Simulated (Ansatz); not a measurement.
Basis sets compared for SnEt3(NMe2) (C8H21NSn). Charge 0, multiplicity 1. Geometry r2SCAN-D4/def2-SVP. Ansatz on 4 threads of Intel Xeon on a shared host; times are rough, and most runs start from earlier orbitals.

```xyz
31

Sn    0.1984    0.0699   -0.2732
C     2.2523   -0.6082   -0.4633
C     2.8948   -0.8619    0.8983
H     2.8083    0.1525   -1.0382
H     2.2517   -1.5214   -1.0830
H     3.9262   -1.2439    0.8030
H     2.9446    0.0600    1.5019
H     2.3187   -1.5956    1.4852
C    -0.8023    0.3049   -2.2003
C    -2.2092    0.8842   -2.0743
H    -0.8206   -0.6882   -2.6812
H    -0.1607    0.9445   -2.8313
H    -2.6993    0.9966   -3.0574
H    -2.8618    0.2419   -1.4598
H    -2.2019    1.8816   -1.6033
C     0.0778    1.8944    0.8994
C     0.9730    3.0048    0.3519
H     0.3566    1.6285    1.9333
H    -0.9765    2.2177    0.9312
H     0.9100    3.9230    0.9614
H     2.0341    2.7041    0.3319
H     0.6979    3.2851   -0.6791
N    -0.6935   -1.3889    0.8925
C    -1.9048   -1.0830    1.6142
C    -0.6566   -2.7533    0.4260
H    -2.8389   -1.2236    1.0195
H    -1.8967   -0.0409    1.9750
H    -2.0059   -1.7335    2.5085
H     0.2990   -2.9702   -0.0813
H    -0.7370   -3.4638    1.2752
H    -1.4777   -3.0173   -0.2826
```

In the def2 sets Sn takes a core potential; there is no spin–orbit coupling.

Binding counts from free atoms (Sn triplet, C triplet, H doublet, N quartet) in the same basis, without a counterpoise term.

```tsv
level	functions	energy (Eh)	HOMO (eV)	LUMO (eV)	binding per atom (eV)	wall time
PBE-D4/def2-SVP	257	-585.7380	-4.12	-0.04	3.99	9.5 s
PBE0-D4/def2-SVP	257	-585.8231	-5.44	0.86	3.95	14 s
```

Problem. Estimate the rows for PBE-D4/def2-TZVP (with forces), PBE0-D4/def2-TZVP.

Solution. 
```
                         level  functions  energy (Eh)  HOMO (eV)  LUMO (eV)  binding per atom (eV)  wall time
PBE-D4/def2-TZVP (with forces)        455    -586.1600      -4.29      -0.44                   3.97       24 s
             PBE0-D4/def2-TZVP        455    -586.2325      -5.55       0.40                   3.92       41 s
```
